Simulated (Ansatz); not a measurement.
Geometry optimisation, RKS revPBE-D4/def2-SVP in Ansatz.

The input (input.yaml):

```yaml
crystal:
  periodic: [false, false, false]
  atoms:
    - { symbol: Si, position_ang: [-0.2732, 0.3454, 0.1128] }
    - { symbol: S, position_ang: [1.3633, -0.4955, -1.6177] }
    - { symbol: S, position_ang: [-1.1032, 1.5736, -1.3343] }
    - { symbol: H, position_ang: [0.2571, 0.7905, -2.1975] }
    - { symbol: "N", position_ang: [0.6696, 0.9663, 1.3916] }
    - { symbol: "N", position_ang: [-1.0151, -1.0879, 0.6644] }
    - { symbol: H, position_ang: [0.5248, -1.4023, -2.0958] }
    - { symbol: H, position_ang: [1.1666, 0.3442, 2.0089] }
    - { symbol: H, position_ang: [1.1841, 1.8197, 1.2485] }
    - { symbol: H, position_ang: [-0.9632, -1.3747, 1.6268] }
    - { symbol: H, position_ang: [-1.8108, -1.4794, 0.1923] }
basis:
  gaussian: { orbitals: def2-SVP }
hamiltonian:
  xc: revpbe
  dispersion: d4
relax:
  f_tol: 0.15
  max_steps: 25
  restrain:
    - { distance: [3, 1], at: 2.66, k: 30.0 }
    - { distance: [0, 1], at: 2.16, k: 30.0 }
    - { distance: [3, 2], at: 1.36, k: 30.0 }
output:
  orbitals: {}
```

Run as:

```bash
$ ansatz run input.yaml --threads 2 --pin off --max-ram 3072MiB --backend cpu --events-out ev --progress --plain --runs-dir out
```

Task: Where does it end, and by what steps?

Result: It converged. The restraints hold the end off the free minimum. After 5 steps the energy has fallen by 1.125 eV (the restraints' own energy left out); H4 moved furthest, 0.59 Å. Joined: S3–H4 (1.79 → 1.36 Å).

```tsv
step	energy less start (eV)	largest force component (eV/Å)	accepted
0	0.0000	1.137	yes
1	-0.3537	1.598	yes
2	-0.8799	1.215	yes
3	-1.0710	0.719	yes
4	-1.1125	0.409	yes
5	-1.1253	0.396	yes
```

```xyz
11
Properties=species:S:1:pos:R:3
Si -0.046 0.125 -0.001
S 1.486 -0.692 -1.304
S -1.097 1.496 -1.292
H -0.098 1.266 -2.192
N 0.703 0.945 1.339
N -1.111 -1.055 0.664
H 0.623 -1.440 -2.061
H 1.300 0.371 1.948
H 1.173 1.833 1.139
H -1.158 -1.264 1.660
H -1.776 -1.585 0.100
```

The run took 13 s on 2 threads of Intel(R) Xeon(R) CPU @ 2.80GHz (Skylake/Cascade Lake), with other jobs on the host, peak memory 0.18 GiB.
